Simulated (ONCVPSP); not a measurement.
**antimony, ONCV: configuration errors across variants**

ONCVPSP 4.0.1 input, shortened (lines: element, Z, core and valence counts, functional; n l f; lmax; l rc ep ncon nbas qcut; lloc lpopt rc5 dvloc0; l nproj debl; icmod fcfact rcfact), PBE, scalar-relativistic:

```
  Sb 51.00    6    5        4      upf
    1    0    2.00
    2    0    2.00
    2    1    6.00
    3    0    2.00
    3    1    6.00
    3    2   10.00
    4    0    2.00
    4    1    6.00
    4    2   10.00
    5    0    2.00
    5    1    2.00
    3
    0    1.40    0.00    4    8    9.20
    1    1.15    0.00    4    8    9.70
    2    1.50    0.00    4    9    9.20
    3    1.40    0.08    4    9    7.10
    4    5    0.90    2.00
    0    2    0.60
    1    2    3.30
    2    1    3.10
    3    3    2.30
    1    0.60    0.00
```

All-electron excitation energies from the reference (eV): (1) 4s2 4p6 4d10 5s2 5p3 -8.317; (2) 4s2 4p6 4d10 5s2 5p1 15.968; (3) 4s2 4p6 4d10 5s2 5p0 40.382; (4) 4s2 4p6 4d10 5s2 5p2.5 -5.055.

A true bound ghost makes a file unfit for plane-wave use even where its test errors are small: the radial tests pick states by their node count and pass the ghost by.

Errors AE − PS in meV (a dash: test not solved or not reliable):

```json
{"change": "base", "(1)": "+1.6", "(2)": "-3.4", "(3)": "-9.3", "(4)": "+1.0", "bound ghosts": "f", "GHOST(+) flags above zero": "s, f"}
{"change": "d: rc 1.12", "(1)": "+1.6", "(2)": "-3.3", "(3)": "-8.8", "(4)": "+1.0", "bound ghosts": "f", "GHOST(+) flags above zero": "s, f"}
{"change": "d: rc 1.28", "(1)": "+1.6", "(2)": "-3.4", "(3)": "-9.0", "(4)": "+1.0", "bound ghosts": "f", "GHOST(+) flags above zero": "s, f"}
{"change": "d: rc 1.44", "(1)": "+1.6", "(2)": "-3.4", "(3)": "-9.2", "(4)": "+1.0", "bound ghosts": "f", "GHOST(+) flags above zero": "s, f"}
{"change": "d: rc 1.82", "(1)": "+1.5", "(2)": "-3.6", "(3)": "-11", "(4)": "+1.0", "bound ghosts": "f", "GHOST(+) flags above zero": "s, f"}
{"change": "d: rc 1.92", "(1)": "+1.5", "(2)": "-3.8", "(3)": "-12", "(4)": "+1.0", "bound ghosts": "f", "GHOST(+) flags above zero": "s, d, f"}
{"change": "d: rc 2.2", "(1)": "+1.4", "(2)": "-4.5", "(3)": "-17", "(4)": "+0.9", "bound ghosts": "f", "GHOST(+) flags above zero": "s, d, f"}
```

**Question.** Give the same row for: d: rc 1.56.

**Answer.** +1.6, -3.4, -9.5, +1.0; bound ghosts: f; GHOST(+) flags above zero: s, f.
